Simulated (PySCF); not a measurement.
**HI and its ions**

r²SCAN; PySCF, scalar-relativistic core potentials, basis sets H def2-SVPD, I def2-SVPD with ECP28. Neutral (UKS): singlet (closed shell), Re = 1.619 Å, ωe = 2321 cm⁻¹, De = 3.40 eV, HOMO -7.08 eV, LUMO -1.51 eV.

HI⁺ (UKS): doublet (π ↑), Re = 1.642 Å, ωe = 2213 cm⁻¹, De = 3.38 eV to H + I⁺. The energies at the minima are -298.41117 hartree for HI and -298.02097 for HI⁺.

Q: Work out the adiabatic ionisation energy, without and with harmonic zero-point energies (1 hartree = 27.2114 eV, 1 eV = 8065.5 cm⁻¹), and the change of the bond length.

A: At r²SCAN: 0.39020 hartree = 10.618 eV between the minima; the zero-point term (2213.0 − 2321.0)/2 cm⁻¹ = -0.007 eV makes it 10.611 eV. Re changes by +2.3 pm against the neutral. Minus the HOMO energy is 7.08 eV, -3.54 eV from the value between the minima; self-interaction puts the Kohn–Sham level too high, less so with exact exchange. The electron leaves a π orbital, which is non-bonding in a hydride.

HI⁻ (UKS): doublet (σ ↑), Re = 2.447 Å, ωe = 527 cm⁻¹, De = 0.36 eV to H + I⁻. The energies at the minima are -298.41117 hartree for HI and -298.42175 for HI⁻.

Q: Work out the adiabatic electron affinity, without and with harmonic zero-point energies (1 hartree = 27.2114 eV, 1 eV = 8065.5 cm⁻¹), and the change of the bond length.

A: At r²SCAN: 0.01058 hartree = 0.288 eV between the minima; the zero-point term (2321.0 − 527.0)/2 cm⁻¹ = +0.111 eV makes it 0.399 eV. Re changes by +82.8 pm against the neutral. The electron enters a σ orbital, and the ion is left as a loose complex of an ion and an atom.

Weak bonds: HI⁻. Basis-set superposition, not corrected here, can be much of De in a small basis, most of all at correlated wavefunction levels. These are scalar-relativistic numbers at best; spin–orbit coupling would shift them, the dissociation energy most. For an ion De counts to the pair picked by the measured ionisation energies or electron affinities, which need not be the lowest pair at this level. The highest Kohn–Sham level is positive in this anion. Much of that is self-interaction error, but it also means that the finite basis helps to hold the extra electron. States were picked by a PBE0 search and need not be the measured ground states.
